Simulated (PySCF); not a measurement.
Exercise with solution: chemical shift, span and skew from a shielding tensor

C3H7NSi, SMILES NC=C=C[SiH3]. Atoms are numbered in the order given.

```xyz
12

N     -1.8955     0.6371    -1.9243
C     -1.7420     0.1476    -0.6214
C     -0.6769    -0.4475    -0.1124
C      0.4235    -0.9305     0.4271
Si     1.7739     0.1718     1.1221
H     -2.8276     0.4891    -2.3021
H     -1.1911     0.2964    -2.5730
H     -2.5942     0.3451     0.0433
H      0.5615    -2.0250     0.4814
H      1.9843    -0.1019     2.5789
H      3.0787    -0.0888     0.4351
H      1.3952     1.6025     0.9373
```

Geometry optimised at r2SCAN-D4/def2-SVP. The structure was generated by enumeration; whether it is a known compound was not checked. One conformer was computed; it need not be the lowest.

GIAO shieldings from PBE0/pcSseg-1 in PySCF, non-relativistic, no solvent. The symmetric part of the tensor of C2 has the principal values -0.4, 90.8, 143.6 ppm. The same nucleus in TMS has σ = 186.3 ppm at this level (PySCF, at its B3LYP-D3(BJ)/def2-TZVP geometry).

Task: Work out the isotropic shielding, the ¹³C shift against TMS, the span and the skew.

Result: 
σ(iso) = (σ11 + σ22 + σ33)/3 = 78.0 ppm. δ = σ(ref) − σ(iso) = 186.3 − (78.0) = 108.3 ppm.
Span Ω = σ33 − σ11 = 144.0 ppm. Skew κ = 3(σ(iso) − σ22)/Ω = -0.27. Tumbling in solution averages the tensor to δ; in a static solid the shielding alone would spread this spin-1/2 line over Ω.
